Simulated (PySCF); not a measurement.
CH₄BClFN (SMILES CNB(F)Cl), singlet, at a GFN2-xTB geometry. Base run: CAMB3LYP/6-31G, TDA (PySCF).

The PySCF input:
```python
from pyscf import gto, scf, dft, tdscf

mol = gto.Mole()
mol.atom = '''
    B     0.19999790    0.01101441    0.14524034
    Cl   -0.55623883   -0.01786726    1.70581805
    F     1.53005581    0.07806220    0.08619679
    N    -0.54749190   -0.03390035   -1.01707972
    C    -0.03665542   -0.01623076   -2.37531426
    H    -1.55373566   -0.08459955   -0.96824330
    H    -0.42329497    0.85044971   -2.91420624
    H    -0.33336893   -0.92399915   -2.90346897
    H     1.04834368    0.03894754   -2.34351749
'''
mol.basis = '6-31g'
mol.verbose = 4
mol.build()

mf = dft.RKS(mol)
mf.xc = 'camb3lyp'
mf.kernel()
td = mf.TDA()
td.nstates = 5
td.kernel()
td.analyze()
```

Each row names what was changed in the base input (with any setting that the change needs).

| change | first excitation (eV) | oscillator strength of the first | second (eV) | core-seconds (rough) |
|---|---|---|---|---|
| base | 8.49 | 0.002 | 8.81 | 70 |
| functional = bhandhlyp | 8.78 | 0.002 | 9.11 | 30 |
| nstates = 2 | 8.49 | 0.002 | 8.81 | 40 |
| nstates = 15 | 8.49 | 0.002 | 8.81 | 80 |
| conv_tol = 1e-3 | 8.49 | 0.002 | 8.81 | 50 |
| functional = b3lyp | 8.20 | 0.003 | 8.55 | 30 |
| functional = hf | 9.61 | 0.001 | 10.06 | 5 |
| functional = pbe | 7.84 | 0.003 | 8.01 | 30 |
| functional = blyp | 7.67 | 0.003 | 7.97 | 20 |
| functional = m062x | 8.57 | 0.001 | 8.76 | 100 |
| functional = lc_wpbe | 9.07 | 0.508 | 9.11 | 60 |

An iterative solver can miss low states, so a row lists the states that it found.
